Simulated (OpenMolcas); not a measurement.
Au5+ (d6) among equal point charges was computed by CASSCF with the d shell active (OpenMolcas, ANO-RCC-VDZP on the metal). Its lowest spin-free states, and all those of the highest spin:

| 2S+1 | Degeneracy | E (cm-1) |
| --- | --- | --- |
| 5 | 1 | 0.0 |
| 5 | 2 | 942.9 |
| 5 | 2 | 7231 |
| 3 | 2 | 21543 |
| 3 | 1 | 21780 |
| 3 | 1 | 21783 |
| 3 | 2 | 22057 |
| 3 | 2 | 22077 |
| 3 | 2 | 23395 |
| 3 | 1 | 23430 |
| 3 | 2 | 24257 |
| 3 | 2 | 24775 |

Problem. Is the site octahedral, tetrahedral or cube-like, axial, or of lower symmetry?

Solution. The states with 2S+1 = 5 have orbital degeneracies 1, 2, 2. There are pairs but no triples, so the site is axial: not cubic, but with a proper or improper axis of order three or more. The run had Au5+ among 3 point charges of -1 e arranged as a planar triangle (D3h), 1.92 Å from the ion.

Spin-orbit coupling mixes the spin-free states strongly: the lowest level takes only 46 % from its leading state, 5A1. Without dynamic correlation the repulsion within the d shell is too large (B by tens of per cent), so at a given field states of lower spin stand too high. Point charges give a weaker field than real ligands, and real ions of this kind are as a rule low spin; the high spin found here belongs to the model. This is an electrostatic model: the charges have no orbitals. No measured value stands beside these numbers.
